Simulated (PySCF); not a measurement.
ReS₂⁻ at several levels of theory

All levels use the PBE0 minimum (triplet; Re–S 2.146 Å (×2); S–Re–S 141.1°), basis [Re def2-SVPD with ECP60, S def2-SVPD], scalar-relativistic core potentials, density fitting, no spin–orbit coupling, PySCF. For vertical energies the ionised species is a quartet (spins chosen at PBE0 and kept). Open shells are unrestricted, also as the reference of the correlated levels. Dipoles are about the centre of mass. A dash marks a value that was not computed or is not defined at that level.

```json
{"level": "PBE0", "vertical detachment energy (eV)": "2.49", "−ε(HOMO) (eV)": "0.96", "dipole (D)": "1.53"}
{"level": "HF", "vertical detachment energy (eV)": "1.35", "−ε(HOMO) (eV)": "3.02", "dipole (D)": "2.02"}
{"level": "MP2", "vertical detachment energy (eV)": "2.88", "−ε(HOMO) (eV)": "–", "dipole (D)": "–"}
{"level": "PBE", "vertical detachment energy (eV)": "2.46", "−ε(HOMO) (eV)": "-0.05", "dipole (D)": "1.30"}
{"level": "B3LYP", "vertical detachment energy (eV)": "2.68", "−ε(HOMO) (eV)": "0.86", "dipole (D)": "1.42"}
{"level": "r2SCAN", "vertical detachment energy (eV)": "2.30", "−ε(HOMO) (eV)": "0.04", "dipole (D)": "1.68"}
{"level": "TPSSh", "vertical detachment energy (eV)": "2.43", "−ε(HOMO) (eV)": "0.38", "dipole (D)": "1.62"}
{"level": "r2SCANh", "vertical detachment energy (eV)": "2.33", "−ε(HOMO) (eV)": "0.45", "dipole (D)": "1.73"}
{"level": "MN15", "vertical detachment energy (eV)": "2.91", "−ε(HOMO) (eV)": "1.90", "dipole (D)": "1.15"}
```

The highest occupied level lies above zero at PBE, a mark of self-interaction error.

Spin contamination in at least one species weakens the values at: HF, MP2.

Open d and f shells are described by one determinant, and the ground state may have another occupation or spin. The lowest empty level of this anion is unbound, so it and the gap depend on the basis. No spin–orbit coupling is included, which matters more the heavier the element.
